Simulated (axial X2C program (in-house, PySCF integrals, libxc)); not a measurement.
**Ω levels of FErF from open-shell CI on f11 s1**

Computed with an axial X2C code built on PySCF integrals: two-component X2C with atomic mean-field Coulomb and Gaunt terms, basis F dyall-av3z, Er dyall-v3z (cores contracted in-house). Orbitals come from Hartree–Fock averaged over the configuration Er f11 s1; CI then distributes these electrons over the f, s shells of Er.

F–Er–F held linear, both bonds 2.033 Å (near the minimum of the configuration average).

Active spinors (ω > 0):

```tsv
shell	ω	ε (eV)	character
f	5/2	-16.29	100% Er f
f	3/2	-16.10	100% Er f
f	1/2	-15.91	99% Er f
f	7/2	-15.17	100% Er f
f	5/2	-15.02	100% Er f
f	3/2	-14.88	100% Er f
f	1/2	-14.73	99% Er f
s	1/2	-3.21	55% Er s, 25% Er d, 12% F p
```

Lowest levels of this model:

```json
{"Ω": "0", "energy (cm⁻¹)": "0", "g∥": "0.00", "configuration": "100% f11 s1"}
{"Ω": "1", "energy (cm⁻¹)": "42", "g∥": "2.63", "configuration": "100% f11 s1"}
{"Ω": "2", "energy (cm⁻¹)": "157", "g∥": "5.18", "configuration": "100% f11 s1"}
{"Ω": "3", "energy (cm⁻¹)": "306", "g∥": "7.63", "configuration": "100% f11 s1"}
{"Ω": "4", "energy (cm⁻¹)": "429", "g∥": "10.02", "configuration": "100% f11 s1"}
{"Ω": "5", "energy (cm⁻¹)": "497", "g∥": "12.48", "configuration": "100% f11 s1"}
{"Ω": "6", "energy (cm⁻¹)": "573", "g∥": "15.09", "configuration": "100% f11 s1"}
{"Ω": "7", "energy (cm⁻¹)": "841", "g∥": "17.67", "configuration": "100% f11 s1"}
{"Ω": "0", "energy (cm⁻¹)": "1252", "g∥": "0.00", "configuration": "100% f11 s1"}
{"Ω": "1", "energy (cm⁻¹)": "1308", "g∥": "2.28", "configuration": "100% f11 s1"}
{"Ω": "2", "energy (cm⁻¹)": "1447", "g∥": "4.56", "configuration": "100% f11 s1"}
{"Ω": "3", "energy (cm⁻¹)": "1603", "g∥": "6.86", "configuration": "100% f11 s1"}
{"Ω": "4", "energy (cm⁻¹)": "1717", "g∥": "9.20", "configuration": "100% f11 s1"}
{"Ω": "5", "energy (cm⁻¹)": "1798", "g∥": "11.55", "configuration": "100% f11 s1"}
{"Ω": "8", "energy (cm⁻¹)": "1901", "g∥": "19.97", "configuration": "100% f11 s1"}
{"Ω": "6", "energy (cm⁻¹)": "1999", "g∥": "13.86", "configuration": "100% f11 s1"}
{"Ω": "7", "energy (cm⁻¹)": "2880", "g∥": "16.01", "configuration": "100% f11 s1"}
{"Ω": "0", "energy (cm⁻¹)": "6671", "g∥": "0.00", "configuration": "100% f11 s1"}
{"Ω": "1", "energy (cm⁻¹)": "6704", "g∥": "2.56", "configuration": "100% f11 s1"}
{"Ω": "2", "energy (cm⁻¹)": "6794", "g∥": "4.98", "configuration": "100% f11 s1"}
{"Ω": "3", "energy (cm⁻¹)": "6914", "g∥": "7.26", "configuration": "100% f11 s1"}
{"Ω": "4", "energy (cm⁻¹)": "7034", "g∥": "9.53", "configuration": "100% f11 s1"}
{"Ω": "0", "energy (cm⁻¹)": "7097", "g∥": "0.00", "configuration": "100% f11 s1"}
{"Ω": "1", "energy (cm⁻¹)": "7124", "g∥": "2.01", "configuration": "100% f11 s1"}
{"Ω": "5", "energy (cm⁻¹)": "7153", "g∥": "11.92", "configuration": "100% f11 s1"}
{"Ω": "2", "energy (cm⁻¹)": "7198", "g∥": "4.02", "configuration": "100% f11 s1"}
{"Ω": "3", "energy (cm⁻¹)": "7318", "g∥": "6.12", "configuration": "100% f11 s1"}
{"Ω": "6", "energy (cm⁻¹)": "7342", "g∥": "14.29", "configuration": "100% f11 s1"}
{"Ω": "4", "energy (cm⁻¹)": "7494", "g∥": "8.31", "configuration": "100% f11 s1"}
{"Ω": "5", "energy (cm⁻¹)": "7737", "g∥": "10.54", "configuration": "100% f11 s1"}
```

g∥ is the magnitude of 2⟨Lz + ge Sz⟩ for the +Ω component.

This point took 9.5 s on 1 thread of Intel(R) Xeon(R) Platinum 8375C CPU @ 2.90GHz (Ice Lake) (shared host).

There is no dynamic correlation: spin–orbit spacings and, for f shells, spacings inside one term are the most reliable numbers, splittings between terms come out too wide, and energies between configurations are not reliable, so the lowest level need not be the ground state of the molecule. At most 4 roots were kept for each Ω > 0 (twice that for Ω = 0) within 2.2 eV of the lowest, so higher up levels can be missing between those listed; levels with Ω > 0 are doubly degenerate and listed once, Ω = 0 levels singly. The molecule was held linear; bending was not examined.
